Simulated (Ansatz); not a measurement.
Basis-set extrapolation for `C[O][Al]([CH3])[Cl]` (PBE0-D4/def2-TZVP geometry, frozen core, Ansatz). Multiplicity 1, RHF reference.

```json
{"": "HF", "def2-TZVPP": "-855.730795", "def2-QZVPP": "-855.758297"}
{"": "MP2 correlation", "def2-TZVPP": "-0.851551", "def2-QZVPP": "-0.919070"}
{"": "CCSD(T) correlation", "def2-TZVPP": "-0.933578", "def2-QZVPP": "not run"}
```

Energies in hartree. Use E(X) = E(∞) + A·exp(−7.88·√X) for Hartree–Fock and E(X) = E(∞) + B·X^(−2.97) for correlation, with X = 3 and 4, and add CCSD(T) minus MP2 of the smaller set to the MP2 limit.

**Question.** What is the CCSD(T) energy at the basis-set limit?

**Answer.** HF limit: -855.758297 + (-0.027502) × 0.13774 = -855.76209. MP2 limit: -0.919070 + (-0.067519) × 0.74074 = -0.96908. Higher-order term: -0.933578 − (-0.851551) = -0.08203. Total: -856.81320 hartree, 4.05 eV below CCSD(T)/def2-TZVPP.
